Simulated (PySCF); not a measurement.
The dipole of `COCc1c[nH]cn1` from its density and from atomic charges.

Coordinates (GFN2-xTB, Å) and charges (e) from the PBE0/pcSseg-1 density (PySCF):

```
atom       x       y       z  Mulliken      IAO  Hirshfeld  ESP-fitted
  C1   2.212   0.529   0.672   -0.0245  -0.2028    -0.0480     -0.3245
  O2   1.950   0.071  -0.631   -0.5178  -0.3967    -0.1569     -0.2739
  C3   0.962  -0.941  -0.674   +0.1915  -0.0654    -0.0038     -0.0946
  C4  -0.404  -0.440  -0.322   -0.1551  +0.0318    +0.0060     +0.2763
  C5  -1.189   0.454  -0.999   +0.1171  -0.1396    -0.0356     -0.1605
  N6  -2.324   0.597  -0.252   -0.4003  -0.2350    -0.0634     -0.3869
  C7  -2.181  -0.203   0.831   +0.2786  +0.0271    +0.0335     +0.2636
  N8  -1.042  -0.832   0.819   -0.4059  -0.3353    -0.2061     -0.5922
  H9   1.313   0.940   1.144   +0.1027  +0.1259    +0.0269     +0.1625
 H10   2.598  -0.280   1.304   +0.0862  +0.1204    +0.0351     +0.1362
 H11   2.964   1.311   0.580   +0.1130  +0.1524    +0.0462     +0.1481
 H12   1.220  -1.759   0.013   +0.1071  +0.1333    +0.0372     +0.1305
 H13   0.978  -1.309  -1.703   +0.1205  +0.1550    +0.0449     +0.0896
 H14  -1.030   0.981  -1.916   +0.0917  +0.1693    +0.0609     +0.1700
 H15  -3.112   1.183  -0.477   +0.1928  +0.2936    +0.1608     +0.3546
 H16  -2.923  -0.293   1.599   +0.1024  +0.1660    +0.0625     +0.1013
```

Question: Form Σ q r in debye for every column and set it beside the full dipole.

Answer: The full density gives (-3.10, 2.08, -0.57) D, 3.77 D in size; dipole vectors point from the negative to the positive end.

```tsv
scheme	μx	μy	μz	size (D)	share of the full size (%)	angle to the full dipole (°)
Mulliken	-1.26	0.46	0.49	1.43	38	32
IAO	-3.00	1.41	0.11	3.32	88	14
Hirshfeld	-2.31	1.24	-0.42	2.65	70	5
ESP-fitted	-3.09	2.06	-0.54	3.76	100	0
```

Question: Which set comes closest?

Answer: Length of the difference vector: ESP-fitted 0.03 D, IAO 0.95 D, Hirshfeld 1.16 D, Mulliken 2.67 D. Closest: ESP-fitted. The schemes that divide the density aren't constrained to reproduce the dipole.

Question: What is left for the Hirshfeld atoms' own dipoles?

Answer: The shares of the density sum to the whole, so what Σ q r misses lies in dipoles about the nuclei. The atomic dipoles sum to (-3.10, 2.08, -0.57) − (-2.31, 1.24, -0.42) = (-0.79, 0.84, -0.15) D, 1.16 D in size.

Question: With the origin at the mean of the coordinates, (0.000, 0.001, -0.001) Å, which are the largest single terms, by size, of the Mulliken dipole along the direction of the full one?

Answer: N6 -4.37, O2 +3.65, H15 +3.04, C7 +2.08, C3 -1.11 D; all 16 atoms together +1.21 D. The single terms depend on the origin, their sum doesn't.

Question: Give the size of the full dipole in other units.

Answer: 3.77 D = 1.484 au = 0.785 e·Å = 12.58 × 10⁻³⁰ C·m.

The structure is a single GFN2-xTB conformer in the gas phase; no vibrational or solvent corrections.

Shape of the structure used: `[CH3:1][O:2][CH2:3][c:4]1[cH:5][nH:6][cH:7][n:8]1`: C1–O2–C3–C4 68°, O2–C3–C4–C5 66°.
